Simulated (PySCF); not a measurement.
TaOF3, SMILES [O]=[Ta]([F])([F])[F], multiplicity 1.

The structure is a stationary point at B3LYP-D3(BJ)/def2-SVP. The spin state was assumed, not searched. The isomer is the one that the SMILES or the coordinates give; other isomers of the formula were not compared. The def2 effective core potentials stand for the cores of Ta; spin–orbit coupling is left out.

Two levels are set side by side: PBE/def2-TZVP (PySCF) and PBE0/def2-TZVP (PySCF). Same geometry, gas phase. Differences are taken from unrounded values.

| quantity | PBE0 |
|---|---|
| orbital gap (eV) | 8.54 |
| highest occupied level (eV) | -10.31 |
| lowest empty level (eV) | -1.78 |
| dipole moment (D) | 1.86 |
| mean polarisability (bohr³) | 34.8 |

Q: What does PBE give, and how far is it from PBE0? (The exact figures need the calculation; the answer reports its results.)

A: 
```
quantity                       PBE  PBE minus PBE0
---------------------------  -----  --------------
orbital gap (eV)              6.04           -2.50
highest occupied level (eV)  -8.65            1.66
lowest empty level (eV)      -2.61           -0.84
dipole moment (D)             1.75           -0.10
mean polarisability (bohr³)   37.1             2.3
```

PBE's occupied levels lie high since its potential decays too fast outside the molecule; exact exchange lowers them and widens the gap. PBE's more diffuse valence density responds more strongly to a field. Differences between two approximate levels are no errors against the true value.

Rough cost on one machine, each run with all the roots and properties that it gave: PBE0 against PBE within a factor of 2.
